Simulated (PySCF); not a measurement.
Si(H)(Cl)(Me)(OMe) (C2H7ClOSi), SMILES CO[SiH](C)Cl. Heavy atoms are numbered as in [SiH:1]([CH3:2])([Cl:3])[O:4][CH3:5]. Hydrogens are named by the atom that carries them.

Geometry: B3LYP-D3(BJ)/def2-SVP. Other conformers were not sampled.

The numbers are results of PySCF with CAM-B3LYP/def2-TZVP, not measurements.

ESP charges are fitted to the potential on shells at 1.4 to 2.0 van der Waals radii. Atomic charges (e), one atom of each kind:

| atom | Löwdin | ESP fit | Mulliken |
|---|---|---|---|
| Si1 (SiH) | -0.11 | 0.63 | 0.57 |
| C2 (CH3) | -0.45 | -0.80 | -0.46 |
| Cl3 | 0.18 | -0.22 | -0.27 |
| O4 | 0.06 | -0.27 | -0.37 |
| C5 (CH3) | -0.36 | -0.33 | -0.20 |
| H on Si1 | -0.04 | -0.09 | -0.06 |
| H on C2 | 0.14 | 0.22 | 0.14 |
| H on C5 | 0.11 | 0.13 | 0.12 |

Q: Give the Mayer and Wiberg (Löwdin basis) orders of the bonds. (An estimate is asked for; the answer gives what the named calculation found.)

A: 
```json
[
 {"bond": "Si1–C2", "Mayer": "1.02", "Wiberg": "1.24"},
 {"bond": "Si1–Cl3", "Mayer": "1.12", "Wiberg": "1.73"},
 {"bond": "Si1–O4", "Mayer": "1.18", "Wiberg": "1.56"},
 {"bond": "O4–C5", "Mayer": "0.93", "Wiberg": "1.51"}
]
```
